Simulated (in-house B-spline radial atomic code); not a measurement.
A fraction x of an electron is removed from 1s in Li2+, starting from 1s1 and keeping the highest spin. Level of theory: non-relativistic TPSSh, spin-polarised, spherical fractional occupations, point nucleus; calculated with a B-spline radial code for spherical atoms.

Caution: exact exchange at fractional occupations of open shells leaves self-interaction of up to several eV.

| x | E(x) - E(0) (eV) | 1s up level (eV) |
| --- | --- | --- |
| 0 | 0.0000 | -106.626 |
| 0.12 | 13.0462 | -110.805 |
| 0.2 | 22.0212 | -113.566 |
| 0.31 | 34.7200 | -117.307 |
| 0.41 | 46.6175 | -120.628 |
| 0.5 | 57.6049 | -123.518 |
| 0.61 | 71.3781 | -126.861 |
| 0.63 | 73.9211 | -127.439 |
| 0.8 | 95.9681 | -131.704 |
| 0.94 | 114.5476 | -133.081 |
| 0.99 | 121.1656 | -130.642 |
